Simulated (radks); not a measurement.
Values are calculated unless marked as measured or tabulated.
Initial-state core-level shifts of the selenium ion Se2+ when its valence configuration changes from [Ar] 3d10 4s2 4p2. Code: a radial shooting solver on a logarithmic mesh with Libxc functionals. Model: scalar-relativistic Kohn-Sham, r2SCAN, spin-polarised, spherical densities, finite nucleus; open shells are filled with parallel spins first; meta-GGA in the generalised Kohn-Sham scheme; Fermi nuclear charge, rms radius 4.14 fm. Shifts are changes of the shell-averaged eigenvalues in eV (positive: less bound); the change of the density at the nucleus, which sets a Mossbauer isomer shift, is in e/bohr^3, on a base of 4.026e+04.

\begin{tabular}{lrrrrr}
valence & 2s & 2p & 3s & 3p & density at nucleus \\ \hline
3d10 4s1 4p3 & -1.005 & -1.003 & -1.088 & -1.082 & -32.242 \\
3d10 4s1.5 4p2.5 & -0.569 & -0.568 & -0.603 & -0.600 & -16.032 \\
3d9 4s2 4p3 & -16.449 & -16.390 & -12.857 & -12.605 & +16.247 \\
3d8 4s2 4p4 & -34.163 & -34.059 & -26.258 & -25.769 & +33.040 \\
3d8 4p6 & -37.234 & -37.132 & -29.323 & -28.821 & -45.217 \\
3d10 4p4 & -3.232 & -3.237 & -3.288 & -3.273 & -64.549 \\
3d8.5 4p5.5 & -28.443 & -28.364 & -22.777 & -22.389 & -50.434 \\
3d9.5 4s2 4p2.5 & -8.123 & -8.093 & -6.413 & -6.286 & +8.000 \\
3d8 4s1 4p5 & -35.669 & -35.565 & -27.753 & -27.256 & -4.659 \\
\end{tabular}
